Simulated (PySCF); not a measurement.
Ga²⁶⁺: ionisation energy

Ga²⁶⁺ [He] 2s2 2p1 [2p1/2^1, M_J = 1/2] → Ga²⁷⁺ [He] 2s2, as a difference of total energies. Computed with PySCF 2.14 in an uncontracted even-tempered set (17 s from 8.4 bohr⁻², ratio 2.4; 11 p from 11 bohr⁻², ratio 2.4; 5 d from 37 bohr⁻², ratio 2.6; 4 f from 55 bohr⁻², ratio 2.6), with the two-component X2C-1e Hamiltonian. Correlated levels: nothing frozen; the 28 highest virtual spinors dropped. "Screened" scales the spin-orbit matrix elements by Boettger's factors to mimic the two-electron term; Breit and QED terms are absent.

```tsv
method	ionisation energy (eV)
GHF (spin-free)	2665.2
GMP2 (spin-free)	2664.5
GHF (screened spin-orbit)	2687.4
GMP2 (screened spin-orbit)	2686.6
```

For this ion Breit and QED terms and the two-electron picture change, all absent here, outweigh the correlation shift from GHF to GMP2.

The spin-free rows lack the spin-orbit shift.

For comparison: 2683 ± 1.4 eV (semi-empirical (NIST evaluation); NIST Atomic Spectra Database, ionization energies).
